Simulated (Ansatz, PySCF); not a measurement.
CH₆AlBO₄, SMILES OB(O)[CH2][Al]([OH])[OH]. Atoms are numbered in the order given.

```xyz
13

B     -1.5787    -0.1592     0.4562
O     -2.3804    -0.4841     1.5121
O     -1.7502    -0.8470    -0.7087
C     -0.4824     0.9651     0.6417
Al     1.1321     0.3637    -0.2207
O      2.7592     0.2820     0.2658
O      0.7488    -0.2540    -1.7785
H     -2.9771    -1.2010     1.2675
H     -1.0529    -0.6684    -1.3652
H     -0.7969     1.8320     0.0280
H     -0.4029     1.3017     1.6843
H      3.1200     0.5598     1.1084
H      1.3632    -0.6455    -2.4019
```

Geometry optimised at PBE0-D3(BJ)/def2-SVP. The structure was generated by enumeration; whether it is a known compound was not checked. Other conformers were not sampled.

Two levels are set side by side: PBE-D3(BJ)/def2-SVP (Ansatz, a first-principles code) and PBE0-D3(BJ)/def2-SVP (Ansatz). Each level has its own optimised geometry; the coordinates shown are those of the second. Frequencies come from the Hessian of PySCF at each geometry. Differences are taken from unrounded values.

```json
[
 {"quantity": "mean bond length (Å)", "PBE0-D3(BJ)": "1.310"},
 {"quantity": "bond B1–O2 (Å)", "PBE0-D3(BJ)": "1.365"},
 {"quantity": "bond B1–O3 (Å)", "PBE0-D3(BJ)": "1.364"},
 {"quantity": "bond B1–C4 (Å)", "PBE0-D3(BJ)": "1.581"},
 {"quantity": "bond C4–Al5 (Å)", "PBE0-D3(BJ)": "1.927"},
 {"quantity": "bond Al5–O6 (Å)", "PBE0-D3(BJ)": "1.700"},
 {"quantity": "bond Al5–O7 (Å)", "PBE0-D3(BJ)": "1.719"},
 {"quantity": "bond O2–H8 (Å)", "PBE0-D3(BJ)": "0.964"},
 {"quantity": "bond O3–H9 (Å)", "PBE0-D3(BJ)": "0.974"},
 {"quantity": "bond C4–H10 (Å)", "PBE0-D3(BJ)": "1.108"},
 {"quantity": "bond C4–H11 (Å)", "PBE0-D3(BJ)": "1.099"},
 {"quantity": "bond O6–H12 (Å)", "PBE0-D3(BJ)": "0.958"},
 {"quantity": "bond O7–H13 (Å)", "PBE0-D3(BJ)": "0.959"},
 {"quantity": "highest harmonic wavenumber (cm⁻¹)", "PBE0-D3(BJ)": "3994"},
 {"quantity": "mean harmonic wavenumber (cm⁻¹)", "PBE0-D3(BJ)": "1200"},
 {"quantity": "zero-point energy (kcal/mol)", "PBE0-D3(BJ)": "56.60"}
]
```

What does PBE-D3(BJ) give, and how far is it from PBE0-D3(BJ)? (An estimate is asked for; the answer gives what the named calculation found.)


```
quantity                            PBE-D3(BJ)  PBE-D3(BJ) minus PBE0-D3(BJ)
----------------------------------  ----------  ----------------------------
mean bond length (Å)                     1.322                         0.012
bond B1–O2 (Å)                           1.377                         0.012
bond B1–O3 (Å)                           1.375                         0.011
bond B1–C4 (Å)                           1.590                         0.009
bond C4–Al5 (Å)                          1.938                         0.011
bond Al5–O6 (Å)                          1.719                         0.018
bond Al5–O7 (Å)                          1.738                         0.019
bond O2–H8 (Å)                           0.976                         0.012
bond O3–H9 (Å)                           0.989                         0.014
bond C4–H10 (Å)                          1.115                         0.007
bond C4–H11 (Å)                          1.106                         0.008
bond O6–H12 (Å)                          0.970                         0.012
bond O7–H13 (Å)                          0.970                         0.011
highest harmonic wavenumber (cm⁻¹)        3817                          -177
mean harmonic wavenumber (cm⁻¹)           1158                           -42
zero-point energy (kcal/mol)             54.62                         -1.98
```

GGA bonds tend to be longer and softer than those of functionals with exact exchange. Differences between two approximate levels are no errors against the true value.
